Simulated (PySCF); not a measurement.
A GIAO shielding run with PySCF (density fitting, non-relativistic, gas phase) on SMILES C1(C)=C(C)[P-]C=C1CC, [C8H12P]-:

```
$ OMP_NUM_THREADS=1 python probes_run.py task.json out

{"job": {"kind": "nmr", "xc": "PBE", "basis": "pcSseg-1", "pop": false}, "charge": -1, "multiplicity": 1}
C      2.664781     0.272253    -0.608135
C      1.903630    -0.740678     0.248515
C      0.593090    -0.226884     0.778696
C      0.426532     0.278533     2.073255
P     -1.205619     0.858951     2.377564
C     -1.668017     0.421915     0.729291
C     -3.041738     0.629592     0.163476
C     -0.603156    -0.143261     0.009401
C     -0.719157    -0.589620    -1.420251
H      2.860116     1.188814    -0.029149
H      3.631821    -0.123090    -0.971334
H      2.067765     0.567135    -1.486086
H      2.542958    -1.041940     1.097676
H      1.751332    -1.660286    -0.350686
H      1.239948     0.290750     2.808062
H     -3.047202     1.292463    -0.725094
H     -3.712452     1.088007     0.908986
H     -3.521991    -0.316244    -0.160599
H      0.033229    -1.354881    -1.678195
H     -0.586175     0.235827    -2.150013
H     -1.709674    -1.028512    -1.634408
```

Hardware: 1 thread of an Arm Neoverse V1, shared host. The job also computes ring-centre shieldings.

Problem. How large is the calculation?

Solution. 76 electrons, 220 basis functions and 1157 auxiliary functions.

Problem. How long does it take, and how much memory does it need?

Solution. 71 s of wall time, with 17 SCF cycles; peak memory 0.77 GiB. Times on a shared host scatter by some tens of per cent.

Problem. And these other runs on the same molecule and hardware: GIAO shielding at PBE0/pcSseg-1?

Solution. PBE0/pcSseg-1: 220 functions, 44 s.
